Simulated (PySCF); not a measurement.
How the method changes the constants of HgB

State: ²Π (doublet), unpaired electrons π ↑. Set-up: PySCF, scalar-relativistic core potentials, basis sets Hg def2-SVPD with ECP60, B def2-SVPD. De refers to Hg + B in their high-spin ground configurations, without counterpoise correction. The functionals are run spin-unrestricted. A positive dipole means Hg(−)B(+). Levels whose curve was spin-contaminated or gave no clean fit are not listed.

```json
{"Level": "ROHF-MP2", "Re (Å)": "2.460", "ωe (cm⁻¹)": "157", "De (eV)": "0.187", "μ (D)": "n/a", "CPU s a point (SCF and correlation, without the integrals)": "0.31"}
{"Level": "PBE", "Re (Å)": "2.321", "ωe (cm⁻¹)": "296", "De (eV)": "0.51", "μ (D)": "-1.62", "CPU s a point (SCF and correlation, without the integrals)": "0.72"}
{"Level": "PW91", "Re (Å)": "2.321", "ωe (cm⁻¹)": "295", "De (eV)": "0.52", "μ (D)": "-1.59", "CPU s a point (SCF and correlation, without the integrals)": "0.51"}
{"Level": "TPSS", "Re (Å)": "2.377", "ωe (cm⁻¹)": "261", "De (eV)": "0.394", "μ (D)": "-1.68", "CPU s a point (SCF and correlation, without the integrals)": "1.2"}
{"Level": "r²SCAN", "Re (Å)": "2.328", "ωe (cm⁻¹)": "289", "De (eV)": "0.476", "μ (D)": "-1.62", "CPU s a point (SCF and correlation, without the integrals)": "1.2"}
{"Level": "PBE0", "Re (Å)": "2.384", "ωe (cm⁻¹)": "253", "De (eV)": "0.348", "μ (D)": "-1.63", "CPU s a point (SCF and correlation, without the integrals)": "1.1"}
{"Level": "M06", "Re (Å)": "2.563", "ωe (cm⁻¹)": "171", "De (eV)": "0.231", "μ (D)": "-0.98", "CPU s a point (SCF and correlation, without the integrals)": "1.2"}
```

Correlated steps freeze 1 core orbital. The bond is weak. Basis-set superposition, not corrected here, can be much of De in a small basis, most of all at correlated wavefunction levels. Functionals without a dispersion term scatter widely for such bonds, and LDA overbinds them. These are scalar-relativistic numbers at best; spin–orbit coupling would shift them, the dissociation energy most. The state was picked by a PBE0 search and need not be the measured ground state.

The whole job (state search and all levels along the bond) took about 2.3 min on 1 thread of Arm Neoverse V1 (shared host), peak memory 0.76 GiB.
